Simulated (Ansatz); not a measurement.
Born–Oppenheimer molecular dynamics of CH5BClN (9 atoms, charge 0, multiplicity 1). It starts from a relaxed structure.

Theory: RKS PBE0-D4/def2-SVP (Ansatz).

| Quantity | Value |
| --- | --- |
| ensemble | NVT, Nosé–Hoover chain |
| time step | 1 fs |
| steps asked | 100 |
| set temperature | 400 K |
| thermostat | time constant 100 fs, chain length 3 (defaults) |
| seed | 3560 |

First frame:

```xyz
9
Properties=species:S:1:pos:R:3
B -0.044 -0.086 0.081
N 0.022 0.182 1.446
H -0.793 0.425 1.992
H 0.887 0.149 1.969
Cl 1.491 -0.504 -0.742
C -1.371 -0.044 -0.755
H -1.556 -1.025 -1.223
H -2.255 0.227 -0.159
H -1.276 0.677 -1.584
```

Q: How far do the bonds stretch over the last three quarters of this one trajectory? (Pairs bonded in most of those frames.)

A: 
```
  bond  mean (Å)  spread (Å)  shortest  longest
 B1–N2     1.396       0.009      1.38     1.41
B1–Cl5     1.799       0.016      1.76     1.84
 B1–C6     1.582       0.035      1.52     1.65
 N2–H3     1.013       0.008      1.00     1.03
 N2–H4     1.013       0.008      1.00     1.03
 C6–H7     1.105       0.013      1.08     1.13
 C6–H8     1.102       0.009      1.08     1.12
 C6–H9     1.103       0.007      1.09     1.12
```

Mean temperature of the second half: 224 K. The conserved energy stayed within 0.32 meV per atom of its start (net change 0.24 meV per atom), so the integration is sound. The mean temperature of the second half is 44 % below the set value. A run of 0.1 ps of so small a system gives no equilibrium averages.

Time of the run: 3.8 min on 1 thread of Intel(R) Xeon(R) Platinum 8488C (Sapphire Rapids), with other jobs on the host, peak memory 0.18 GiB.
